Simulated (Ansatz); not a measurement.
The same hydrogenolysis along the group F, Cl, Br.

Isolated molecules relaxed with PBE0-D4/def2-TZVP in Ansatz; ΔE leaves out vibrations. CCSD(T)/CBS adds triple-zeta CCSD(T) − MP2 to the extrapolated MP2 energy (def2 sets, frozen cores). This one scheme is used for every species. For Br outer-core shells are correlated without core-valence functions, which leaves a few kJ/mol of doubt a bond. Scalar relativity is left out up to krypton. One conformer a species, not always the lowest.

| reaction | HF/CBS(def2) (kcal/mol) |
| --- | --- |
| `C[Si](N)(O)F` + H₂ → `N[SiH](O)F` + CH₄ | -9.3 |
| `C[Si](N)(O)Cl` + H₂ → `N[SiH](O)Cl` + CH₄ | -9.2 |
| `C[Si](N)(O)Br` + H₂ → `N[SiH](O)Br` + CH₄ | -8.9 |

Give the CCSD(T)/CBS values in the same order. (Best estimate.)

The calculation gave: -4.0, -3.5, -3.0 kcal/mol.

Largest T1 diagnostic: 0.011, for `N[SiH](O)F`.
